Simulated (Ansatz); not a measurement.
Consider the ligand exchange at the Si–S bond: `O[SiH](O)S[SiH](O)O` + `N[SiH](Cl)Cl` → `O[SiH](O)N[SiH](Cl)Cl` + `O[SiH](O)S`.

Gas-phase electronic energies from Ansatz, PBE0-D4/def2-TZVP geometries. CCSD(T)/CBS is the MP2 limit (def2-TZVPP, def2-QZVPP) plus CCSD(T) − MP2 in def2-TZVPP, frozen cores. DFT in def2-TZVPP. One conformer a species, not always the lowest.

`O[SiH](O)S[SiH](O)O`:

Cartesian coordinates in Å:
```
O 1.889 2.039 -1.182
Si 1.259 0.539 -1.236
O 1.900 -0.368 -0.045
S -0.895 0.568 -1.068
Si -1.143 -0.238 0.882
O -2.742 -0.489 1.103
O -0.349 -1.671 1.072
H 1.824 2.527 -0.360
H 1.566 0.051 -2.592
H 1.362 -1.069 0.349
H -0.565 0.625 1.927
H -3.354 -0.076 0.493
H -0.752 -2.439 0.657
```

`N[SiH](Cl)Cl`:

Cartesian coordinates in Å:
```
N -0.457 0.577 0.834
Si 0.258 -0.444 -0.309
Cl -1.246 -1.307 -1.386
Cl 1.500 0.489 -1.655
H -1.228 1.174 0.578
H 0.100 0.979 1.571
H 1.073 -1.467 0.367
```

`O[SiH](O)N[SiH](Cl)Cl`:

Cartesian coordinates in Å:
```
O 1.145 -2.220 0.312
Si -0.044 -1.161 -0.049
O -1.223 -1.400 1.062
N 0.729 0.380 0.019
Si 0.163 1.886 -0.512
Cl 0.553 3.321 0.890
Cl -1.864 1.707 -0.795
H 0.878 -3.032 0.745
H -0.606 -1.341 -1.405
H -2.041 -0.911 0.954
H 1.585 0.389 0.559
H 0.724 2.380 -1.781
```

`O[SiH](O)S`:

Z-matrix (Å, degrees):
```
Si
O 1 1.629
S 1 2.137 2 115.3
O 1 1.641 2 106.1 3 -122.0
H 1 1.476 2 107.0 3 115.4
H 2 0.959 1 117.6 3 88.8
H 3 1.345 1 94.4 2 -64.7
H 4 0.959 1 116.5 2 161.4
```

| level | ΔE (kJ/mol) |
| --- | --- |
| PBE-D4 | 16.8 |
| r2SCAN-D4 | 9.6 |
| r2SCAN | 9.6 |
| PBE0 | 11.2 |
| HF/def2-TZVPP | -12.9 |
| SCS-MP2/def2-TZVPP | -1.5 |
| HF/def2-QZVPP | -14.1 |
| MP2/def2-QZVPP | 5.3 |

Q: What does CCSD(T)/CBS give? (Estimate.)

A: The calculation gave: +2.9 kJ/mol. The listed levels differ from it by 13.9, 6.7, 6.7, 8.3, -15.8, -4.4, -17.0, 2.4 kJ/mol.

Largest T1 diagnostic among the species: 0.012.

From PBE to PBE0 (25 % exact exchange), in def2-TZVPP and without D4, ΔE moves by −4.6 kJ/mol. In def2-TZVPP, CCSD(T) changes the Hartree–Fock value by +12.5 kJ/mol (the triples alone add +3.8 kJ/mol) and MP2 by +16.7 kJ/mol.
